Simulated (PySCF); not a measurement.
From one molecule to another.

First species: C₂H₅OP.
Z-matrix (Å and degrees, GFN2-xTB geometry), rows numbered from 1:
```
C 
O   1  1.4058
C   2  1.3406  1  118.83
P   3  1.6812  2  133.90  1    -0.21
H   1  1.0885  2  106.06  3  -178.94
H   1  1.0955  2  111.11  3   -59.86
H   1  1.0954  2  111.06  3    62.06
H   3  1.0859  2  109.35  1   179.75
H   4  1.3971  3   98.53  2    -0.36
```

Second species: C₃H₁₄Si₃.
InChI=1S/C3H14Si3/c1-3-5-6(2)4/h6H,3,5H2,1-2,4H3/t6-/m1/s1

Levels: CAM-B3LYP/def2-SVPD for dipole moment, HOMO energy, LUMO energy, HOMO–LUMO gap, static isotropic polarisability and electronic spatial extent ⟨r²⟩ about the centre of nuclear charge; TDDFT CAM-B3LYP/def2-SVPD for lowest singlet excitation; TDA CAM-B3LYP/def2-SVPD for lowest triplet excitation (Tamm–Dancoff); GFN2-xTB for rotational constant A and rotational constant C. Geometries: GFN2-xTB. Each species is one conformer at its optimised geometry, gas phase, non-relativistic unless stated; the electronic structure was computed with PySCF and density fitting.

Dipoles, sizes and rotational constants follow the conformer. The torsions of the flexible species, by atom-mapped SMILES:
- `[H]/[P:4]=[CH:3]\[O:2][CH3:1]`: C1–O2–C3–P4 0°
- `[CH3:1][CH2:2][SiH2:3][Si@H:4]([CH3:5])[SiH3:6]`: C1–C2–Si3–Si4 -55°, C2–Si3–Si4–C5 -156°

```json
{"property": "dipole moment", "column X": "0.52 D", "column Y": "1.87 D"}
{"property": "HOMO energy", "column X": "-9.03 eV", "column Y": "-7.96 eV"}
{"property": "LUMO energy", "column X": "0.58 eV", "column Y": "0.08 eV"}
{"property": "HOMO–LUMO gap", "column X": "9.61 eV", "column Y": "8.04 eV"}
{"property": "lowest singlet excitation", "column X": "6.49 eV", "column Y": "5.37 eV"}
{"property": "lowest triplet excitation (Tamm–Dancoff)", "column X": "5.74 eV", "column Y": "2.87 eV"}
{"property": "static isotropic polarisability", "column X": "124.2 au", "column Y": "57.0 au"}
{"property": "electronic spatial extent ⟨r²⟩ about the centre of nuclear charge", "column X": "1602 bohr²", "column Y": "409 bohr²"}
{"property": "rotational constant A", "column X": "2.057 GHz", "column Y": "15.787 GHz"}
{"property": "rotational constant C", "column X": "0.783 GHz", "column Y": "3.048 GHz"}
```

Question: Which column belongs to which species?

Answer: Column X is the second species and column Y the first. The first has 9 atoms and 40 electrons, the second 20 and 74.

Question: How does each property change from the first species to the second?

Answer: dipole moment -1.35 D; HOMO energy -1.07 eV; LUMO energy +0.50 eV; HOMO–LUMO gap +1.57 eV; lowest singlet excitation +1.12 eV; lowest triplet excitation (Tamm–Dancoff) +2.87 eV; static isotropic polarisability +67.2 au; electronic spatial extent ⟨r²⟩ about the centre of nuclear charge +1193 bohr²; rotational constant A -13.730 GHz; rotational constant C -2.265 GHz.

On the first: No computed singlet falls in the visible range (750 to 380 nm, 1.65 to 3.26 eV); S1 lies 2.11 eV above its blue end. The principal polarisabilities are 43.6, 54.4 and 72.9 au; their mean is the isotropic value.

On the second: The principal polarisabilities are 104.8, 128.4 and 139.5 au; their mean is the isotropic value. S1 lies 3.12 eV below the HOMO–LUMO gap; its leading configuration is HOMO→LUMO, weight 0.81. GFN2-xTB frequencies show an imaginary mode (45i cm⁻¹), so this geometry is no minimum at that level.
